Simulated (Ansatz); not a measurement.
Ansatz (a quantum-chemistry and plane-wave program) input (wB97X-V/def2-TZVPD):

Ansatz 0.2 input:
```yaml
crystal:
  periodic: [false, false, false]
  atoms:
    - {symbol: N, position_ang: [-1.51643703, -0.02385133, 0.34063227]}
    - {symbol: Si, position_ang: [0.05433970, -0.24481603, -0.29944997]}
    - {symbol: F, position_ang: [0.98123688, -0.76350445, 0.89919603]}
    - {symbol: F, position_ang: [0.57449046, 1.19346757, -0.77454131]}
    - {symbol: H, position_ang: [-1.94345486, -0.76391002, 0.87861805]}
    - {symbol: H, position_ang: [-2.20378787, 0.48862569, -0.19263681]}
basis:
  gaussian:
    orbitals: def2-TZVPD
hamiltonian:
  xc: {name: wB97X-V}
magnetization: {spin_polarized: true, initial_magnetization: 1}
output: {forces: true}
```

End of the output:

```
integrals: 0.12 GiB planned
959 factors; their error is unknown
integrals: 0.16 GiB planned
285 factors; integrals over basis functions are off by at most 2.3e-5 eV
0.30 GiB of the device are held for the grids
1.19 GiB of device memory are held for the factors and their scratch space
mean field: 1.04 GiB planned
mean field evaluation 1: about -14830.8115 eV, gradient 4.2e1 eV
mean field evaluation 2: about -14830.8632 eV, gradient 4.4e1 eV
mean field evaluation 4: about -14836.7755 eV, gradient 1.5e0 eV
mean field evaluation 8: about -14836.7956 eV, gradient 4.1e-2 eV
mean field evaluation 16: about -14836.8086 eV, gradient 1.0e-4 eV
mean field -14836.80861409 eV, -545.2426598177 hartree, gradient 3.2e-5 eV, S^2 0.752185; 0 other end points of the search recorded, 0 dependent functions left out
the calculation of the forces begins
reference -14836.80861282 eV, -545.2426597710 hartree; 21, 20 occupied and 157, 158 virtual orbitals, 959 factors
Total energy: -14836.80861282 eV, -545.2426597710 hartree
Atom 0 at    -1.516437    -0.023851     0.340632 Å, force     0.130822    -0.020280    -0.055504 eV/Å
Atom 1 at     0.054340    -0.244816    -0.299450 Å, force    -0.033179     0.082766     0.104836 eV/Å
Atom 2 at     0.981237    -0.763504     0.899196 Å, force    -0.044292     0.024734    -0.073361 eV/Å
Atom 3 at     0.574490     1.193468    -0.774541 Å, force    -0.021646    -0.084224     0.019828 eV/Å
Atom 4 at    -1.943455    -0.763910     0.878618 Å, force    -0.012016    -0.019953     0.017884 eV/Å
Atom 5 at    -2.203788     0.488626    -0.192637 Å, force    -0.019688     0.016957    -0.013683 eV/Å
Dipole moment:    -0.553921    -0.181754    -0.077899 e Å
```

It need not be the lowest isomer of its formula.
